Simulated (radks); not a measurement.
The numbers below are computed, except where a source is named.
Q: The dysprosium ion Dy36+, configuration [Ar] 3d10 4s2 (the NIST ground configuration). Code: a radial shooting solver on a logarithmic mesh with Libxc functionals. Model: Dirac Kohn-Sham, relativistic LDA (MacDonald-Vosko exchange, VWN5 correlation), spin-unpolarised, spherical densities, finite nucleus; Fermi nuclear charge, rms radius 5.2218 fm. Some entries of the table are withheld. Estimate them.

| orbital | occ. | eigenvalue (hartree) | r(max) (bohr) |
|---|---|---|---|
| 1s1/2 | 2 | -2012.874 | 0.01344 |
| 2s1/2 | 2 | (1) | 0.07643 |
| 2p1/2 | 2 | -365.9864 | 0.05750 |
| 2p3/2 | 4 | -336.7897 | 0.06348 |
| 3s1/2 | 2 | -124.9097 | 0.2144 |
| 3p1/2 | 2 | -118.2603 | 0.2014 |
| 3p3/2 | 4 | -111.9441 | 0.2136 |
| 3d3/2 | 4 | (2) | 0.1681 |
| 3d5/2 | 6 | (3) | 0.1715 |
| 4s1/2 | 2 | -59.62199 | 0.4584 |
| 4p1/2 | 0 | (4) | 0.4546 |
| 4p3/2 | 0 | (5) | 0.4737 |
| 5s1/2 | 0 | -34.90877 | 0.8094 |

A: 
(1) 2s1/2 eigenvalue (hartree): -381.2861
(2) 3d3/2 eigenvalue (hartree): -100.6209
(3) 3d5/2 eigenvalue (hartree): -99.21021
(4) 4p1/2 eigenvalue (hartree): -56.83982
(5) 4p3/2 eigenvalue (hartree): -54.79367
